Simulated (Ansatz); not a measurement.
Consider the substitution at a C–C bond: `OCC1CC1` + `N[SiH3]` → `OCN[SiH3]` + `C1CC1`.

Gas-phase electronic energies from Ansatz, PBE0-D4/def2-TZVP geometries. CBS: MP2 limit from def2 TZ/QZ plus the TZ coupled-cluster correction, frozen cores. This one scheme is used for every species. DFT in def2-TZVPP. B3LYP here is the variant with VWN-RPA as its local correlation; programs differ in this. One conformer a species, not always the lowest.

(1) Is it downhill or uphill in electronic energy at CCSD(T)/CBS, and by how much? (Estimate.)

(2) What do these levels give: PBE0-D4, B3LYP, MP2/def2-TZVPP, HF/def2-QZVPP, SCS-MP2/def2-QZVPP, CCSD/CBS(def2)? (An estimate is asked.)

Largest T1 diagnostic among the species: 0.011.

Results:

(1) Ansatz gave: Uphill: ΔE = +23.4 kJ/mol.

(2) Computed: PBE0-D4 18.6, B3LYP 15.6, MP2/def2-TZVPP 24.0, HF/def2-QZVPP 16.2, SCS-MP2/def2-QZVPP 22.8, CCSD/CBS(def2) 23.0 kJ/mol.

In def2-TZVPP, CCSD(T) changes the Hartree–Fock value by +5.5 kJ/mol (the triples alone add +0.4 kJ/mol) and MP2 by +8.1 kJ/mol.
